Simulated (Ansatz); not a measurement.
Relaxation of AsGeH₅ (7 atoms, charge 0, multiplicity 1), to a largest force component of 0.015 eV/Å in at most 40 steps.

The calculation used RHF/def2-SVP in Ansatz 0.2.0.

```xyz
7
Properties=species:S:1:pos:R:3
Ge -0.351 -0.664 -0.484
As 0.667 1.443 0.086
H -0.545 -1.512 0.751
H -1.742 -0.317 -1.055
H 0.443 -1.357 -1.592
H 0.247 2.112 -1.264
H -0.650 1.914 0.833
```

Problem. Where does it end, and by what steps?

Solution. The run converged. After 4 steps the energy has fallen by 0.132 eV; H4 moved furthest, 0.17 Å.

| step | energy less start (eV) | largest force component (eV/Å) | accepted |
| --- | --- | --- | --- |
| 0 | 0.0000 | 1.121 | yes |
| 1 | -0.1071 | 0.316 | yes |
| 2 | -0.1275 | 0.104 | yes |
| 3 | -0.1313 | 0.071 | yes |
| 4 | -0.1316 | 0.013 | yes |

```xyz
7
Properties=species:S:1:pos:R:3
Ge -0.423 -0.654 -0.520
As 0.640 1.462 0.092
H -0.513 -1.528 0.737
H -1.828 -0.455 -1.101
H 0.461 -1.354 -1.560
H 0.295 2.155 -1.205
H -0.563 1.995 0.833
```

The run took 13 s on 1 thread of Arm Neoverse V1 (shared host), peak memory 0.18 GiB.
